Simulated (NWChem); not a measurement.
Species: CH3AlBrF; SMILES [Al]([Br])([CH3])[F]

This build's default masses of Se (78.918 u) and Br (79.917 u) are each other's, which moves their modes by up to 0.6 %.

Give the equilibrium geometry at PBE0/def2-SVP (NWChem) as a list of bonds and angles, with the point group.

point group C1; any orientation.
Bonds (Å): Al1–F2 1.663, Al1–Br3 2.248, Al1–C4 1.931, C4–H5 1.100, C4–H6 1.102, C4–H7 1.102. Angles (°): F2–Al1–Br3 115.7, F2–Al1–C4 120.3, Br3–Al1–C4 124.0, Al1–C4–H5 112.3, Al1–C4–H6 110.3, Al1–C4–H7 110.3, H5–C4–H6 108.4, H5–C4–H7 108.4, H6–C4–H7 106.9.
